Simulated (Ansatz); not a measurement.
Species: C₃H₁₀GeO₃, charge 0, multiplicity 1. 
Coordinates optimised at B3LYP-D3(BJ)/def2-TZVP (Ansatz, a first-principles code):
```xyz
17

C     -0.8010     2.2670    -0.9337
O     -0.2195     1.4554     0.0734
Ge     0.1196    -0.2695    -0.2061
O     -1.1439    -1.2848     0.4950
C     -2.5070    -0.9436     0.2851
O      1.5398    -0.7031     0.7385
C      2.7576     0.0016     0.5294
H     -0.4688     3.2947    -0.7770
H     -1.8939     2.2424    -0.8764
H     -0.5022     1.9619    -1.9435
H      0.2884    -0.4917    -1.7238
H     -2.7763    -0.9577    -0.7779
H     -3.1135    -1.6892     0.7997
H     -2.7440     0.0427     0.6951
H      3.1187    -0.1015    -0.5005
H      2.6515     1.0651     0.7606
H      3.5018    -0.4315     1.1979
```

Total electronic energies in hartree. Valence correlation only, unless marked. Spin-orbit coupling is left out. Frozen are the shells of the preceding noble gas and the d and f shells that filled before the atom's block. Non-relativistic. CBS marks a two-point X^-3 extrapolation of the correlation energy; Hartree-Fock from the larger set. The bracket is a focal-point correction in the basis named.

```json
[
 {"level": "HF/STO-3G", "program": "Ansatz", "energy (Eh)": "-2391.37042"},
 {"level": "HF/aug-cc-pVQZ", "program": "Ansatz", "energy (Eh)": "-2419.62218"},
 {"level": "BLYP-D3(BJ)/def2-TZVPD", "program": "Ansatz + dftd3", "energy (Eh)": "?"},
 {"level": "r2SCAN-D3(BJ)/def2-TZVPD", "program": "Ansatz + dftd3", "energy (Eh)": "-2422.99846"},
 {"level": "PBE0-D4/def2-TZVP", "program": "Ansatz + dftd4", "energy (Eh)": "-2422.54331"},
 {"level": "r2SCAN0-D4/def2-TZVPD", "program": "Ansatz + dftd4", "energy (Eh)": "-2422.93329"},
 {"level": "LC-wPBE-D3(BJ)/def2-TZVPD", "program": "Ansatz + dftd3", "energy (Eh)": "?"},
 {"level": "RPA@PBE/cc-pVTZ", "program": "Ansatz", "energy (Eh)": "-2421.68440"},
 {"level": "RPA@PBE/cc-pVQZ", "program": "Ansatz", "energy (Eh)": "?"},
 {"level": "RI-MP2/CBS(aug-cc-pVTZ,aug-cc-pVQZ)", "program": "Ansatz", "energy (Eh)": "-2421.1535"},
 {"level": "SCS-MP2/aug-cc-pVDZ", "program": "Ansatz", "energy (Eh)": "-2420.55875"},
 {"level": "CCSD/aug-cc-pVDZ", "program": "Ansatz", "energy (Eh)": "-2420.63625"},
 {"level": "CCSD(T)/STO-3G", "program": "Ansatz", "energy (Eh)": "-2391.76037"},
 {"level": "CCSD(T)/6-31G*", "program": "Ansatz", "energy (Eh)": "-2420.20707"},
 {"level": "RI-MP2/CBS(aug-cc-pVTZ,aug-cc-pVQZ)+[CCSD(T)-MP2]/aug-cc-pVTZ", "program": "Ansatz", "energy (Eh)": "-2421.2543"}
]
```

**Question.** What belongs in the gaps?

**Answer.** 
- BLYP-D3(BJ)/def2-TZVPD, energy (Eh): -2423.16296
- LC-wPBE-D3(BJ)/def2-TZVPD, energy (Eh): -2422.72717
- RPA@PBE/cc-pVQZ, energy (Eh): -2421.88948
